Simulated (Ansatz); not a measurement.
Reaction (ligand exchange at a Mo–O bond): `[O]=[Mo]([OH])([F])=[S]` + NH₃ → `[NH2][Mo](=[O])([F])=[S]` + H₂O

Calculated with Ansatz (gas phase, PBE0-D4/def2-TZVP geometries, no zero-point term in ΔE). CCSD(T)/CBS is the MP2 limit (def2-TZVPP, def2-QZVPP) plus CCSD(T) − MP2 in def2-TZVPP, frozen cores. This one scheme is used for every species. DFT in def2-TZVPP. HSE06 is defined as in plane-wave codes. Elements past krypton have def2 core potentials. For Mo outer-core shells are correlated without core-valence functions, which leaves a few kJ/mol of doubt a bond. Each species was taken in one conformer, which may not be the lowest.

(1) Is it downhill or uphill in electronic energy at CCSD(T)/CBS, and by how much? (Estimate.)

(2) What do these levels give: BLYP-D4, r2SCAN-D4, r2SCANh-D4, HSE06-D4, ωB97M-V, revPBE, HSE06, BHLYP, CAM-B3LYP, LC-ωPBE, RPA@PBE/def2-TZVPP, HF/def2-QZVPP? (Best estimate.)

Largest T1 diagnostic among the species: 0.025, so the coupled-cluster value is less sure than usual.

## Answers

(1) The calculation gave: Uphill: ΔE = +2.2 kcal/mol.

(2) Ansatz gave: BLYP-D4 4.5, r2SCAN-D4 4.8, r2SCANh-D4 4.3, HSE06-D4 3.1, ωB97M-V 3.7, revPBE 5.0, HSE06 3.6, BHLYP 4.0, CAM-B3LYP 4.6, LC-ωPBE 4.3, RPA@PBE/def2-TZVPP 3.3, HF/def2-QZVPP 4.1 kcal/mol.

In def2-TZVPP, CCSD(T) changes the Hartree–Fock value by −1.3 kcal/mol (the triples alone add +0.2 kcal/mol) and MP2 by −1.7 kcal/mol. From PBE to PBE0 (25 % exact exchange), in def2-TZVPP and without D4, ΔE moves by −1.0 kcal/mol. The D4 term adds −0.8 kcal/mol with B3LYP and −0.5 kcal/mol with PBE0; it sums over pairs of atoms, weighted by their polarisabilities, and B3LYP, whose exchange is more repulsive, gets the larger term.

B3LYP here is the variant with VWN-RPA as its local correlation; programs differ in this.
